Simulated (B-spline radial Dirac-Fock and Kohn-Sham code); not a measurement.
# Pd²⁺ in Watson spheres of different radius

The computed values come from a radial atomic solver: relaxed Dirac-Fock hole states (ΔSCF) with Breit and QED corrections and a finite nucleus. The ion, [Kr] 4d8, sits in a hollow sphere of charge Q = -2, a simple model of the Madelung potential. Inside the sphere an electron's potential energy is raised by the constant 14.40·|Q|/R eV, so binding energies fall by about that much as long as the orbitals stay inside.

```tsv
radius (Å)	14.40 |Q|/R (eV)	1s (eV)	2s (eV)	2p1/2 (eV)	2p3/2 (eV)	3s (eV)	3p1/2 (eV)	3p3/2 (eV)	4s (eV)	4p1/2 (eV)	4p3/2 (eV)	4d (eV)
1.8	16.00	24368.4	3629.4	3350.3	3193.2	691.6	581.1	553.0	111.1	75.01	70.52	16.55
3	9.60	24374.8	3635.8	3356.6	3199.5	697.9	587.4	559.3	117.4	81.35	76.87	22.90
```

From the smallest to the largest radius 1s moves by +6.3 eV, while the constant potential alone would give +6.4 eV; the difference comes from charge outside the sphere and its screening.
